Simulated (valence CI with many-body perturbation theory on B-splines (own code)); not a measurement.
## Assign the levels of Fe4+

Computed by relativistic CI+MBPT: four valence electrons over a frozen Dirac-Fock core [Ar], radial functions for each j: 9 s, 9 p, 10 d, 8 f, 5 g, 3 h, 1 i, with the one-electron correlation potential Σ1, the two-electron term Σ2, the three-electron term Σ3, Breit, model QED; selected CI, second order for the rest, scaled by the run's own slope (own B-spline code, finite nucleus).

Against 60 measured levels this calculation errs by 1841 cm⁻¹ on average and by 4484 at most. These come from a selection out of Corliss and Sugar, J. Phys. Chem. Ref. Data 11, 135 (1982). Levels without a partner in it may be off by more, other configurations by 1,000 to 8,000 cm⁻¹. Only levels of the ground parity were solved; by the run's estimate the other parity begins above the list, which can be wrong where configurations are misplaced.

```tsv
No.	J	Parity	E (cm⁻¹)	g
2	1	even	143	1.501
3	2	even	415	1.500
4	3	even	797	1.500
5	4	even	1271	1.500
6	4	even	23930	0.804
7	5	even	24215	1.035
9	6	even	24510	1.166
10	1	even	25320	1.499
11	2	even	26626	0.668
12	3	even	26685	1.064
13	2	even	26796	1.497
14	4	even	26805	1.235
15	3	even	29275	0.768
16	4	even	29598	1.058
```

Energies count from the lowest level. Strongly mixed levels and levels close to another of their J and parity, and those with J = 0 are left out, so the numbers can have gaps.

Task: Give configuration and LS term of each level.

Result: 2: 3d⁴ ⁵D; 3: 3d⁴ ⁵D; 4: 3d⁴ ⁵D; 5: 3d⁴ ⁵D; 6: 3d⁴ ³H; 7: 3d⁴ ³H; 9: 3d⁴ ³H; 10: 3d⁴ ³P; 11: 3d⁴ ³F; 12: 3d⁴ ³F; 13: 3d⁴ ³P; 14: 3d⁴ ³F; 15: 3d⁴ ³G; 16: 3d⁴ ³G.
